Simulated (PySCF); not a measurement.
This script is equivalent to a calculation on K⁺ (potassium, charge +1).

```python
from pyscf import gto, scf, dft, mp, cc
import basis_set_exchange as bse
mol = gto.M(atom="K 0 0 0", charge=1, spin=0, symmetry="D2h",
            basis=gto.basis.parse(bse.get_basis("6-31G*", elements=["K"], fmt="nwchem", header=False)))
mf = scf.UHF(mol)
mf.irrep_nelec = {'Ag': (3, 3), 'B1u': (2, 2), 'B2u': (2, 2), 'B3u': (2, 2)}
mf.kernel()
```

(1) What total energy does it give?

(2) Which occupied shell lies highest, and where?

## Answers

(1) -598.97167 hartree (calculated).

(2) 3p, at -31.909 eV.
